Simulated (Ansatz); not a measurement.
The same path of CH₅F₂NSi (10 atoms, charge 0, multiplicity 1) was run twice with different band settings. Lost on the way: Si5–H10. Made: N4–H10.

All numbers below come from RKS B3LYP/def2-SVP in Ansatz.

Relaxed end points:

```xyz
10
Properties=species:S:1:pos:R:3
F -1.807 -1.664 -0.316
C -0.854 -0.989 0.385
F -0.238 -1.940 1.161
N 0.033 -0.344 -0.484
Si 0.820 1.198 -0.210
H -1.347 -0.272 1.064
H 0.410 -0.979 -1.187
H 2.122 1.101 0.515
H -0.123 2.009 0.609
H 1.068 1.830 -1.535
```

```xyz
10
Properties=species:S:1:pos:R:3
F -1.416 -1.718 -0.372
C -0.561 -0.869 0.251
F 0.360 -1.601 0.887
N 0.117 -0.039 -0.735
Si 1.116 1.710 -0.069
H -1.119 -0.237 0.960
H -0.571 0.300 -1.414
H 1.593 0.928 1.156
H -0.218 2.098 0.593
H 0.782 -0.622 -1.256
```

Common settings: movable images 7; climbing image yes; spring 5.0 eV/Å²; start path through a guess of the saddle point; force threshold 0.05 eV/Å; iteration limit 60; end points relaxed.

| run | optimiser | largest step |
| --- | --- | --- |
| 1 | quadratic models (default) | default |
| 2 | fire | 0.5 Å |

Task: What does each run give, and how far can it be trusted?

Result: Run 1: converged after 23 iterations, highest image 3.131 eV above the first end. The profile has 2 maxima (images 2, 6) with wells between them (image 4): this band takes more than one step, which may be the mechanism or a detour left from its start path. Neighbouring images differ by up to 2.9 eV, so the band resolves the path poorly. A vibrational analysis at the climbing image gives one clearly imaginary mode, 1500i cm⁻¹: a first-order saddle point.
Run 2: not converged after 60 iterations, highest image 3.174 eV above the first end. The band didn't meet its force threshold, so its energies are provisional: the largest band force was still 0.07 eV/Å, and over the last iterations the top stayed at 3.18 eV.
The orbitals stay closed-shell, which can raise the energy where a bond breaks towards radicals; this wasn't checked here.
